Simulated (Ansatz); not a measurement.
Correlation energies of C2H6F2Si2, SMILES `F[SiH2]/C=C\[SiH2]F` by basis set

```xyz
12

F     0.018   -3.107   -0.865
Si   -0.509   -1.713   -0.266
C     0.922   -0.532   -0.509
C     1.014    0.764   -0.193
Si   -0.336    1.740    0.608
F    -1.562    0.724    0.828
H    -1.710   -1.335   -1.045
H    -0.828   -1.949    1.160
H     1.789   -1.001   -0.980
H     1.945    1.288   -0.418
H    -0.809    2.852   -0.253
H     0.067    2.270    1.933
```

The species carries charge 0 and has multiplicity 1. Geometry: relaxed with PBE0-D4/def2-TZVP. It is one conformer, not always the lowest. Frozen core, restricted reference, Ansatz. CBS rows extrapolate triple and quadruple zeta; past MP2 they add the triple-zeta difference.

```csv
basis,HF (Eh),MP2 corr.,CCSD corr.,(T),CCSD(T) total
def2-TZVPP,?,-1.05830,-1.10394,-0.03927,?
def2-QZVPP,?,?,–,–,–
CBS(def2),-856.26759,-1.21222,?,as TZ,?
```

(1) Fill in the withheld values. (Estimate.)

Answers

(1) Computed: def2-TZVPP HF (Eh): -856.23170; def2-TZVPP CCSD(T) total: -857.37491; def2-QZVPP HF (Eh): -856.26324; def2-QZVPP MP2 corr.: -1.14672; CBS(def2) CCSD corr.: -1.25786; CBS(def2) CCSD(T) total: -857.56472.
